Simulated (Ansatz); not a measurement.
`[CH3][In]([F])[Cl]` + CH₃OH → `C[O][In]([F])[Cl]` + CH₄  (ligand exchange at the In–C bond)

Calculated with Ansatz (gas phase, PBE0-D4/def2-TZVP geometries, no zero-point term in ΔE). CCSD(T)/CBS adds triple-zeta CCSD(T) − MP2 to the extrapolated MP2 energy (def2 sets, frozen cores). This one scheme is used for every species. Functionals use def2-TZVPP. Elements past krypton have def2 core potentials. For In outer-core shells are correlated without core-valence functions, which leaves a few kJ/mol of doubt a bond. Each species was taken in one conformer, which may not be the lowest.

```csv
level,ΔE (kJ/mol),difference from CCSD(T)/CBS
LDA (SPW92),-8.0,10.4
revPBE-D4,-18.2,0.2
B97M-V,-27.0,-8.6
r2SCAN0-D4,-13.3,5.1
ωB97M-V,-13.7,4.7
r2SCAN,-20.0,-1.6
PBE0,-9.2,9.2
BHLYP,-15.1,3.3
CAM-B3LYP,-17.4,1.0
RPA@PBE/def2-TZVPP,-18.3,0.1
CCSD/def2-SVP,-28.4,-10.0
SCS-MP2/def2-TZVPP,-18.3,0.1
CCSD(T)/def2-TZVPP,-16.4,2.0
HF/def2-QZVPP,-20.7,-2.3
MP2/def2-QZVPP,-16.4,2.0
SCS-MP2/def2-QZVPP,-19.8,-1.4
CCSD(T)/CBS,-18.4,0
```

Task: What do rigid-rotor, harmonic-oscillator terms from PBE0-D4/def2-TZVP frequencies (298.15 K, 1 bar) make of the CCSD(T)/CBS value? (Estimate.)

Result: The calculation gave: ΔZPE = -3.1 kJ/mol, ΔH = -19.7 kJ/mol, ΔS = -25 J/(mol·K), ΔG = -12.2 kJ/mol. Modes under 50 cm⁻¹ make the entropy rough.

Largest T1 diagnostic among the species: 0.016.

From BLYP to BHLYP (50 % exact exchange), in def2-TZVPP and without D4, ΔE moves by +6.8 kJ/mol. In def2-TZVPP, CCSD(T) changes the Hartree–Fock value by +3.2 kJ/mol (the triples alone add −2.1 kJ/mol) and MP2 by +4.8 kJ/mol.
